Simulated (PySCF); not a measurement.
SnClI3, SMILES [I][Sn]([Cl])([I])[I].

The structure is a stationary point at B3LYP-D3(BJ)/def2-SVP. The def2 effective core potentials stand for the cores of I, Sn; spin–orbit coupling is left out.

All values below come from PBE/def2-TZVP run with PySCF.

Gas-phase values at a fixed geometry.

Computed frontier levels, gap, dipole moment and polarisability:
```
Property                                                                                                           Value
---------------------------------------------------------------------------------------------  -------------------------
highest occupied level                                                                                          -6.89 eV
lowest empty level                                                                                              -4.57 eV
orbital gap                                                                                                      2.32 eV
dipole moment                                                                                                     1.17 D
quadrupole, principal values (traceless, Buckingham form, about the centre of nuclear charge)      -6.49, 3.24, 3.25 D·Å
mean static polarisability                                                                        163.2 bohr³ (24.19 Å³)
polarisability, principal values                                                               136.7, 176.5, 176.5 bohr³
```
